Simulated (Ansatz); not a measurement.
Species: sum formula MoOCl, net charge 0, quartet state. The spin state was set by rule; other spins were not relaxed. 
Structure (B3LYP-D3(BJ)/def2-TZVP (Ansatz, an electronic-structure program) minimum search):
```xyz
3

Mo     0.3924     0.2075     0.1089
O      1.8430    -0.3928    -0.4837
Cl    -1.8367    -0.3278    -0.0413
```
Charge 0, spin multiplicity 4.

Quantity: atomisation energy (electronic, to ground-state atoms), in kcal/mol. Valence correlation only, unless marked. Open shells are spin-unrestricted. Spin-orbit coupling is left out. Frozen are the shells of the preceding noble gas and the d and f shells that filled before the atom's block. Past Kr the def2 sets carry scalar-relativistic core potentials. The coupled-cluster limit lacks core correlation, which all-electron functionals hold. CBS(X,Y): correlation extrapolated as X^-3; Hartree-Fock from the larger set. The bracket is a focal-point correction in the basis named.

The UHF reference is spin-contaminated (<S^2> 0.35 over the pure value in the largest basis). The T1 diagnostic of CCSD in the largest basis is 0.050, which is high, so the coupled-cluster rows are less sure than usual.

| level | program | atomisation energy (kcal/mol) |
|---|---|---|
| PBE-D3(BJ)/def2-TZVPD | Ansatz + dftd3 | ? |
| B3LYP-D4/def2-TZVPD | Ansatz + dftd4 | 236.4 |
| B3LYP/def2-TZVPD | Ansatz | 233.6 |
| r2SCAN0/def2-TZVPD | Ansatz | 211.7 |
| RPA@PBE/def2-QZVPP | Ansatz | ? |
| SCS-MP2/def2-SVP | Ansatz | 205.7 |
| CCSD/def2-TZVPPD | Ansatz | ? |
| RI-MP2/CBS(def2-TZVPPD,def2-QZVPPD)+[CCSD(T)-MP2]/def2-TZVPPD | Ansatz | 234.9 |

Problem. Complete the blanks.

Solution. 
- PBE-D3(BJ)/def2-TZVPD, atomisation energy (kcal/mol): 254.7
- RPA@PBE/def2-QZVPP, atomisation energy (kcal/mol): 212.9
- CCSD/def2-TZVPPD, atomisation energy (kcal/mol): 209.0
